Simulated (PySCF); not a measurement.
System: sum formula H₅Si₂O₃ (charge -1, singlet). It need not be the lowest isomer of its formula. Whether it binds its extra electron was not tested at this geometry. 
Structure (B3LYP-D3(BJ)/def2-TZVP (Ansatz) minimum search):
```
Si
O 1 1.6803
H 2 0.9608 1 110.07
O 1 1.6819 2 101.32 3 -126.90
H 4 0.9620 1 109.20 2 -154.96
O 1 1.6969 2 100.28 3 -15.15
H 6 0.9628 1 107.70 2 139.24
Si 1 2.3590 2 120.39 3 110.21
H 8 1.5411 1 91.61 2 -103.25
H 8 1.5444 9 93.71 7 71.62
```
Charge -1, spin multiplicity 1.

Dispersion corrections to the total energy (kcal/mol) from the dftd3 and dftd4 libraries through PySCF: D3(BJ) without and D4 with the three-body term, each with the damping fitted for the functional named.

```csv
functional,D3(BJ),D4
TPSSh,-6.47,-7.97
CAM-B3LYP,-4.65,-5.66
revPBE,-12.97,-18.61
PW6B95,-3.18,[?]
B3LYP,-9.84,[?]
HF,-41.29,-21.79
PBE0,-4.83,[?]
```

Fill in the missing entries.


- PW6B95, D4: -5.46
- B3LYP, D4: -10.54
- PBE0, D4: -5.54
